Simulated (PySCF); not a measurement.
Species: 4-chlorothioanisole, C₇H₇ClS.
Geometry (PBE0-D3(BJ)/def2-SVP, Å), atoms numbered from 1 in this order:
```
atom  x, y, z in Å
C1     2.275    0.588    0.004
S2     1.325   -0.750   -0.729
C3    -0.276   -0.537   -0.028
C4    -1.259   -1.462   -0.414
C5    -2.552   -1.379    0.083
C6    -2.882   -0.361    0.980
Cl7   -4.494   -0.252    1.606
C8    -1.920    0.564    1.373
C9    -0.623    0.478    0.871
H10    2.329    0.499    1.099
H11    1.878    1.574   -0.277
H12    3.290    0.488   -0.406
H13   -1.004   -2.260   -1.115
H14   -3.312   -2.101   -0.220
H15   -2.187    1.357    2.074
H16    0.113    1.215    1.195
```

Method: TDDFT PBE0/def2-SVPD, vertical, gas phase, core orbitals frozen in the response (PySCF 2.14.0, density-fitted response routines).

Ground-to-excited transition dipoles (e·a0, same axes as the geometry; the sign carries no meaning), for the states with f of 0.002 or more among the lowest 6:

```json
{"state": "S1", "E (eV)": "4.471", "μx": "-0.183", "μy": "-0.280", "μz": "-0.156"}
{"state": "S2", "E (eV)": "4.941", "μx": "1.611", "μy": "-0.057", "μz": "-0.583"}
{"state": "S5", "E (eV)": "6.042", "μx": "-0.223", "μy": "0.317", "μz": "0.320"}
{"state": "S6", "E (eV)": "6.089", "μx": "-0.059", "μy": "0.140", "μz": "-0.178"}
```

(1) What oscillator strength does each state have?

(2) Label these states by symmetry in Cs.

(3) What angle do the transition dipoles of S2 and S5 make?

(4) How is the summed strength of these states shared among x, y and z?

(5) What peak molar absorption coefficient would the strongest computed level give as a lone Gaussian band 0.5 eV wide at half height?

Results:

(1) f = (2/3) ΔE |μ|² with ΔE in hartree (27.2114 eV).

```json
{"state": "S1", "|μ|² (au)": "0.137", "|μ| (D)": "0.94", "f": "0.015"}
{"state": "S2", "|μ|² (au)": "2.940", "|μ| (D)": "4.36", "f": "0.356"}
{"state": "S5", "|μ|² (au)": "0.253", "|μ| (D)": "1.28", "f": "0.037"}
{"state": "S6", "|μ|² (au)": "0.055", "|μ| (D)": "0.60", "f": "0.008"}
```

(2) From a totally symmetric ground state, an allowed state transforms like the component of the dipole operator along its μ. Polarised normal to the mirror plane, so A″: S6. Polarised in the mirror plane, so A′: S1, S2 and S5.

(3) |cos θ| = |μa·μb| / (|μa| |μb|) = 0.65, so θ ≈ 49° (taken between 0 and 90°, since the signs are arbitrary).

(4) (2/3) Σ ΔE μα² gives 0.326 for x, 0.027 for y and 0.064 for z, 0.416 in all.

(5) ε(max) = 2.175×10⁸ f / FWHM, with the width in cm⁻¹. S2: 2.175×10⁸ × 0.3559 / 4033 ≈ 19000 L mol⁻¹ cm⁻¹.

One conformer stands for the species.
